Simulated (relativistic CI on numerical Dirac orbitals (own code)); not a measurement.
Spin-allowed bands of a d2 ion in a tetrahedral site, by hand

Problem. Take Δ = 9460 cm⁻¹ and B = 550 cm⁻¹ for a d2 ion in a tetrahedral site. Calculate the three spin-allowed bands.

Working.
1. The terms of highest spin are 3F (energy 0) and 3P (15B = 8250 cm⁻¹). Here the F term splits into A2 at −1.2Δ = -11352, T2 at −0.2Δ = -1892 and T1 at +0.6Δ = 5676 cm⁻¹.
2. The two T1 states mix through the element 0.4Δ: H = [[5676, 3784], [3784, 8250]], with roots ½(H₁₁ + H₂₂) ∓ ½√[(H₂₂ − H₁₁)² + 4H₁₂²] = ½(13926) ∓ ½(7994) = 2966 and 10960 cm⁻¹.
3. The ground term is 3A2 at -11352 cm⁻¹.
4. Bands: 3T2 9460 cm⁻¹ (1057 nm), 3T1(F) 14318 cm⁻¹ (698 nm), 3T1(P) 22312 cm⁻¹ (448 nm).

Check. Exact diagonalisation of the whole d2 shell with these parameters gives 3T2 9460, 3T1 14318, 3T1 22312 cm⁻¹. The match is exact, since without spin-orbit coupling no other term has this spin. The ratio of the second band to the first, 1.514, depends on Δ/B = 17.2 alone, which is how a Tanabe-Sugano diagram is read.
